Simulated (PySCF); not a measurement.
MoF₅H, SMILES [F][MoH]([F])([F])([F])[F], multiplicity 1.

Geometry: B3LYP-D3(BJ)/def2-SVP. A frequency run showed that this geometry is not a minimum. The spin state was assumed, not searched. The structure was generated by enumeration; whether it is a known compound was not checked. The def2 effective core potentials stand for the cores of Mo; spin–orbit coupling is left out.

The numbers are results of PySCF with B3LYP-D3(BJ)/def2-SVP, not measurements.

Frequencies are harmonic and unscaled.

Modes within 1.5 cm⁻¹ of each other (mostly degenerate sets) share a row, with their intensities summed.

```
mode   ν (cm⁻¹)  IR (km/mol)  Raman (Å⁴/amu)  depolarisation  moving atoms (share of kinetic energy)
-----  --------  -----------  --------------  --------------  --------------------------------------
1–2        253i         59.2             0.4            0.75                          F 83 %, H 13 %
3           105          0.0             0.1            0.75                                 F 100 %
4–5         221         45.7             0.3            0.75                         F 81 %, Mo 19 %
6           237          7.6             0.3            0.11                         F 70 %, Mo 29 %
7           316          0.0             2.8            0.75                                 F 100 %
8           664        191.4             6.5            0.24                         F 81 %, Mo 19 %
9           667          0.0             6.7            0.75                                 F 100 %
10–11       676        176.9            21.7            0.75                          H 73 %, F 23 %
12          727          1.6            16.4            0.09                                  F 99 %
13–14       769        396.6             2.5            0.75                 F 66 %, Mo 23 %, H 11 %
15         1991        146.0           183.3            0.20                                  H 99 %
```
